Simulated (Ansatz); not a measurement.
Coupled-cluster diagnostics for Si(NMe2)Cl3 (C2H6Cl3NSi), Ansatz.

Geometry of the singlet (r2SCAN-D4/def2-SVP):

| atom | x (Å) | y (Å) | z (Å) |
| --- | --- | --- | --- |
| C1 | -0.958 | -0.392 | -1.106 |
| C2 | 0.206 | -1.218 | 0.865 |
| Cl3 | 0.875 | 2.433 | -1.585 |
| Cl4 | 2.537 | 1.263 | 1.082 |
| Cl5 | -0.474 | 2.585 | 1.435 |
| N6 | 0.064 | -0.141 | -0.102 |
| Si7 | 0.691 | 1.416 | 0.191 |
| H8 | -0.725 | -1.320 | -1.658 |
| H9 | -1.001 | 0.430 | -1.834 |
| H10 | -1.961 | -0.510 | -0.652 |
| H11 | 1.014 | -1.000 | 1.578 |
| H12 | -0.728 | -1.384 | 1.437 |
| H13 | 0.459 | -2.161 | 0.348 |

Correlated methods freeze 23 core orbitals. Another isomer (singlet) lies 0.37 eV lower at PBE0-D4/def2-TZVP; other spin states weren't run for this one.

**Question.** Estimate the CCSD(T) correlation energy, the shares of MP2 and (T), T1 and the reference's ⟨S²⟩ for: charge 0, singlet, own geometry in def2-SVP; and the rough time on 4 threads of Arm Neoverse V2 on a shared host.

**Answer.** 
```
                          state     basis  correlation (eV)  MP2 share (%)  (T) share (%)     T1  ⟨S²⟩ (pure)  wall time
charge 0, singlet, own geometry  def2-SVP           -28.356           90.4            2.6  0.009  0.00 (0.00)       25 s
```
Customary marks for T1 are 0.02 (closed shells), 0.045 (open shells) and about 0.05 (3d metals). T1 stays under 0.02 throughout.
